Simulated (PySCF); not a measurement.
# Partial charges of `CCCP1C=C(C)CC1`

Compound: C₈H₁₅P.
Structure used (GFN2-xTB), in Å, numbered top down from 1:
```
atom  x, y, z in Å
C1    -3.4181   -0.2964    0.8555
C2    -2.3525    0.6273    0.2774
C3    -1.4037   -0.1247   -0.6485
P4    -0.1263    1.0234   -1.3968
C5     0.9607    1.1765    0.0559
C6     1.9155    0.2557    0.1406
C7     2.9346    0.1551    1.2266
C8     1.9302   -0.7759   -0.9536
C9     1.0330   -0.2726   -2.0878
H10   -4.0108   -0.7413    0.0585
H11   -4.0860    0.2536    1.5145
H12   -2.9567   -1.0996    1.4271
H13   -2.8310    1.4380   -0.2775
H14   -1.7801    1.0781    1.0920
H15   -1.9667   -0.5637   -1.4776
H16   -0.9004   -0.9298   -0.1060
H17    0.8310    1.9787    0.7648
H18    2.7820    0.9246    1.9789
H19    3.9369    0.2643    0.8118
H20    2.8786   -0.8229    1.7050
H21    2.9493   -0.9509   -1.3058
H22    1.5614   -1.7254   -0.5526
H23    0.4712   -1.0720   -2.5731
H24    1.6364    0.2198   -2.8549
```

Density: PBE0/pcSseg-1 (PySCF); schemes: Mulliken, IAO, Hirshfeld and ESP-fitted. The structure is a single GFN2-xTB conformer in the gas phase; no vibrational or solvent corrections.

Problem. At which atom do the 4 schemes differ most?

Solution. At P4: from -0.358 (ESP-fitted) to +0.472 e (IAO), 0.830 e apart.

Problem. Do the Mulliken, IAO, Hirshfeld and ESP-fitted schemes agree on where the charge is highest?

Solution. The schemes don't all agree: Mulliken P4 (+0.401); IAO P4 (+0.472); Hirshfeld P4 (+0.132); ESP-fitted C6 (+0.395).

Problem. For which atoms does the sign change between the 4 schemes (beyond +0.03 e in one, beyond −0.03 e in another)?

Solution. C2, P4, C6 and C9.

Problem. Give the atomic charges in each scheme.

Solution. In e:

| atom | environment | Mulliken | IAO | Hirshfeld | ESP-fitted |
| --- | --- | --- | --- | --- | --- |
| C1 | methyl carbon | -0.257 | -0.414 | -0.117 | -0.517 |
| C2 | chain CH2 carbon | -0.271 | -0.244 | -0.070 | +0.186 |
| C3 | sp3 carbon bound to phosphorus | -0.425 | -0.428 | -0.117 | -0.114 |
| P4 | phosphine phosphorus | +0.401 | +0.472 | +0.132 | -0.358 |
| C5 | alkene CH carbon | -0.293 | -0.389 | -0.121 | -0.121 |
| C6 | fully substituted alkene carbon | -0.330 | +0.034 | +0.017 | +0.395 |
| C7 | allylic carbon | -0.132 | -0.426 | -0.116 | -0.863 |
| C8 | allylic carbon | -0.124 | -0.269 | -0.071 | -0.449 |
| C9 | sp3 carbon bound to phosphorus | -0.424 | -0.439 | -0.114 | +0.106 |
| H10 | methyl hydrogen | +0.107 | +0.136 | +0.038 | +0.112 |
| H11 | methyl hydrogen | +0.114 | +0.140 | +0.040 | +0.130 |
| H12 | methyl hydrogen | +0.106 | +0.135 | +0.037 | +0.123 |
| H13 | methylene hydrogen | +0.126 | +0.134 | +0.033 | +0.021 |
| H14 | methylene hydrogen | +0.123 | +0.129 | +0.032 | +0.018 |
| H15 | methylene hydrogen | +0.138 | +0.134 | +0.033 | +0.122 |
| H16 | methylene hydrogen | +0.139 | +0.125 | +0.029 | +0.048 |
| H17 | vinylic hydrogen | +0.087 | +0.149 | +0.040 | +0.112 |
| H18 | methyl hydrogen | +0.115 | +0.149 | +0.047 | +0.206 |
| H19 | methyl hydrogen | +0.126 | +0.150 | +0.046 | +0.237 |
| H20 | methyl hydrogen | +0.121 | +0.149 | +0.047 | +0.237 |
| H21 | methylene hydrogen | +0.128 | +0.141 | +0.042 | +0.131 |
| H22 | methylene hydrogen | +0.135 | +0.141 | +0.041 | +0.143 |
| H23 | methylene hydrogen | +0.139 | +0.144 | +0.039 | +0.030 |
| H24 | methylene hydrogen | +0.153 | +0.148 | +0.035 | +0.063 |

Mean size of the charges over all atoms: IAO 0.218 e, ESP-fitted 0.202 e, Mulliken 0.188 e, Hirshfeld 0.061 e. Each set sums to the total charge, 0, to within 0.001 e. The Mulliken scheme counts on each atom the diagonal of the density matrix times the overlap matrix over that atom's basis functions.

Problem. How closely do the schemes follow one another over all atoms?

Solution. Correlation coefficient and root-mean-square difference: IAO with Hirshfeld 1.00, 0.183 e; Mulliken with IAO 0.90, 0.110 e; Mulliken with Hirshfeld 0.89, 0.157 e; Hirshfeld with ESP-fitted 0.48, 0.251 e; IAO with ESP-fitted 0.48, 0.272 e; Mulliken with ESP-fitted 0.16, 0.324 e.

Problem. How many electrons does the Hirshfeld scheme count on C5?

Solution. Z − q = 6 − (-0.121) = 6.121.

Problem. Sum the charges by element, for elements with more than one atom.

Solution. 
```tsv
element	atoms	Mulliken	IAO	Hirshfeld	ESP-fitted
C	8	-2.257	-2.576	-0.710	-1.375
H	15	+1.856	+2.105	+0.579	+1.734
```
